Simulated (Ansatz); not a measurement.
Basis sets compared for the cluster Ge₄Te₃. Total charge 0; singlet. Geometry PBE0-D4/def2-SVP. Ansatz on 4 threads of Intel Xeon on a shared host; times are rough, and most runs start from earlier orbitals.

Cartesian coordinates in Å:
```
Ge -0.532 -2.257 0.566
Ge -1.628 2.114 -0.608
Ge -1.348 -0.343 -1.104
Ge 1.741 0.697 0.825
Te 0.744 1.251 -1.718
Te -1.002 0.478 1.571
Te 2.025 -1.939 0.469
```

In the def2 sets Te takes a core potential; there is no spin–orbit coupling. The structure comes from a short search, and lower isomers may exist.

Binding counts from free atoms (Ge triplet, Te triplet) in the same basis, without a counterpoise term.

```tsv
level	functions	energy (Eh)	HOMO (eV)	LUMO (eV)	binding per atom (eV)	wall time
PBE-D4/def2-SVP	206	-9110.0244	-4.93	-3.50	2.99	6.5 s
PBE-D4/def2-TZVPD	393	-9111.1027	-4.92	-3.50	3.01	21 s
PBE0-D4/def2-SVP	206	-9110.2616	-5.75	-3.02	2.81	19 s
```

Question: Estimate the rows for PBE-D4/def2-TZVP, PBE0-D4/def2-TZVP (with forces).

Answer: 
```json
{"level": "PBE-D4/def2-TZVP", "functions": "342", "energy (Eh)": "-9111.1004", "HOMO (eV)": "-4.91", "LUMO (eV)": "-3.48", "binding per atom (eV)": "3.01", "wall time": "14 s"}
{"level": "PBE0-D4/def2-TZVP (with forces)", "functions": "342", "energy (Eh)": "-9111.3359", "HOMO (eV)": "-5.69", "LUMO (eV)": "-2.96", "binding per atom (eV)": "2.84", "wall time": "69 s"}
```
